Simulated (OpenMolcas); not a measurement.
Pd2+: ligand-field states by method

Pd2+ with its 6 nearest fluoride ions at 2.221 Å, on the Na site of NaF (a = 4.634 Å, distance in the model lattice 2.317 Å). The rest of the host is ab initio model potentials to 7.6 Å, with orthogonalisation functions on the cations behind the ligands, and point charges beyond; the distance is set by hand and nothing relaxes, and no local charge compensation is placed. Ligand basis ANO-RCC-VDZP.

```
Program             : OpenMolcas
Basis               : ANO-RCC-VTZP [7s6p4d2f1g]
Scalar Hamiltonian  : DKH2, point nucleus
Active space        : 8 electrons in 5 orbitals (4d)
State averaging     : 2S+1 = 3 even, 10 roots; 2S+1 = 1 even, 15 roots
Spin-orbit coupling : RASSI with atomic mean-field integrals over the reference wave functions
```

I. CASSCF
II. SS-CASPT2, IPEA 0.25 Eh, imaginary shift 0.1 Eh (closed shells correlated: 4s 4p and the ligand valence shells)

Spin-free states (labels of O, the rotations of Oh) in cm-1, each column counted from its own energy of the first state listed:

```json
{"State": "3A2", "Degeneracy": "1", "I": "0", "II": "0"}
{"State": "3T2", "Degeneracy": "3", "I": "10776", "II": "13220"}
{"State": "1E", "Degeneracy": "2", "I": "13633", "II": "8760"}
{"State": "3T1", "Degeneracy": "3", "I": "17294", "II": "18990"}
{"State": "1A1", "Degeneracy": "1", "I": "22855", "II": "16770"}
{"State": "1T2", "Degeneracy": "3", "I": "24055", "II": "22530"}
{"State": "1T1", "Degeneracy": "3", "I": "28251", "II": "25960"}
{"State": "3T1", "Degeneracy": "3", "I": "28353", "II": "28610"}
{"State": "1E", "Degeneracy": "2", "I": "37127", "II": "38220"}
{"State": "1T2", "Degeneracy": "3", "I": "37481", "II": "38290"}
{"State": "1A1", "Degeneracy": "1", "I": "60206", "II": "54430"}
```

From I to II, I's first state of the same spin (3T2) moves from 10776 to 13220 cm-1, by about +2400 cm-1.

From I to II, I's first state of another spin (1E) moves from 13633 to 8760 cm-1, by about -4900 cm-1.

I: A least-squares ligand-field fit to the states below 45000 cm-1, each weighted by its degeneracy and with a free common offset, gives 10Dq = 10921 cm-1, B = 879 cm-1 and C = 3521 cm-1 (C/B = 4.01), with an rms deviation of 76 cm-1. The same method and metal basis give the free ion B = 953 cm-1 (fit to its terms below 60000 cm-1, rms deviation 8 cm-1), so the nephelauxetic ratio is β = 879 / 953 = 0.92; it hangs on how both fits weigh the states, and computed free-ion B values tend to be too large, so β mixes covalency with correlation.

χT at 300 K: I 1.50, II 1.41 cm3 K/mol.

Roots that are degenerate in the reference are averaged as groups; the widest CASPT2 spread within a group is 250 cm-1 (the 3-fold group of multiplicity 3 near 28600 cm-1 above the lowest state of its run, II). Shifts and gaps below about the spread of the groups concerned are not significant. Over all roots computed the reference weight is 0.71 to 0.72 in II; a low but even weight reflects the number of correlated electrons. Real 4d8 and 5d8 ions are as a rule square planar and diamagnetic. Ligand-to-metal charge-transfer states are missing. With no ligand orbital active B as a rule stays too high, so bands that hang on it stand too high and its fall with covalency is understated. Without dynamic correlation the repulsion within the d shell is too large (B by tens of per cent), so at a given field states of lower spin stand too high (holds for I). With metal d orbitals alone the field can be off either way by tens of per cent (holds for I). With one d shell and no ligand orbital active, 10Dq can be off by a tenth or more (holds for II). No measured value stands beside these numbers; the geometry was set by hand and not optimised.
